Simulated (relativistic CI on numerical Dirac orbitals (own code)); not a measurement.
# What each ingredient does to the levels of Cs XXIII

Base calculation: Dirac-Coulomb-Breit CI, KLI orbitals optimised for each configuration, a model potential for QED, unscaled Slater integrals.

Configuration list (outside the closed core [Ar] 3d10): 4s2 4p3, 4s 4p4, 4s2 4p2 4d, 4p5, 4s 4p3 4d, 4s2 4p2 4f, 4s 4p3 4f, 4p4 4d, 4s 4p2 4d2, 4s2 4p 4d 4f, 4p4 4f, 4s2 4p 4d2, 4s2 4d3, 4s 4p 4d3, 4s2 4d2 4f, 4s 4p 4d2 4f, 4p3 4d2, 4p2 4d3, 4p2 4d2 4f. Double excitations out of closed p, d and f shells are left out; levels of such configurations are missing from the list, as are those of other unlisted configurations, and high levels can miss mixing partners.

Variants: (1) one mean potential for all configurations; (2) non-relativistic limit. Shifts of the energy above 4s2 4p3 4S°_3/2, in cm⁻¹, for the lowest level and the first level of each name with at least 55 % of one term (blank where a level changes its place among those of its configuration and J or its character, or is not in the variant):

| Level | Base | Δ(1) | Δ(2) |
| --- | --- | --- | --- |
| 4s2 4p3 4S°_3/2 | 0 | 0 | 0 |
| 4s2 4p3 2D°_5/2 | 146698 | +8 | -95133 |
| 4s2 4p3 2P°_1/2 | 183416 | -11 | -96537 |
| 4s2 4p3 2P°_3/2 | 304708 | +4 | -217829 |
| 4s 4p4 4P_5/2 | 536549 | +68 | -140450 |
| 4s 4p4 4P_1/2 | 609671 | +72 | -213572 |
| 4s 4p4 2D_5/2 | 720896 | +54 | -244350 |
| 4s2 4p2 4d 2F_5/2 | 826522 | -62 |  |
| 4s2 4p2 4d 4D_1/2 | 838145 | -44 | -117285 |
| 4s2 4p2 4d 4F_7/2 | 845489 | -64 | -139800 |
| 4s2 4p2 4d 4F_9/2 | 880212 | -64 | -174522 |
| 4s2 4p2 4d 2G_7/2 | 935372 | -64 |  |
| 4s2 4p2 4d 2D_3/2 | 970804 | -56 | -155383 |
| 4s2 4p2 4d 2D_5/2 | 987327 | -58 | -171906 |

At this charge energies of transitions that change n are usually good to better than 1 %, and those within a shell (Δn = 0) to a few per cent.

Ionisation energy from the two ground configurations alone: base 700.384 eV. The NIST ASD value (theoretical) is 700 eV.

LS names give the leading component of a level, which can be under half, so a name can repeat, a term be missing and a line seem to break the LS rules.
